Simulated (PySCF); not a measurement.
From a computed spectrum to the compound

A species of 3 atoms with charge 2 has these harmonic modes (PBE0, small Gaussian bases with core potentials, PySCF 2.14.0):

```tsv
cm⁻¹	km/mol	symmetry
98	0.8	a1
325	7.3	a1
331	36.8	b2
```

Problem. Which species is it, and in which structure?

Solution. [HfBr2]2+ (singlet):
```xyz
3

Hf    0.0000    0.0000   -0.6816
Br    1.8380    0.0000    0.7771
Br   -1.8380    0.0000    0.7771
```
Ideal gas at 298.15 K and 1 bar: S = 324.4 J/(mol K), Cp = 55.0 J/(mol K), H − H(0 K) = 13.9 kJ/mol (rigid rotor, harmonic modes, spin degeneracy alone). 
 The answer isn't unique; the calculation gave this one.
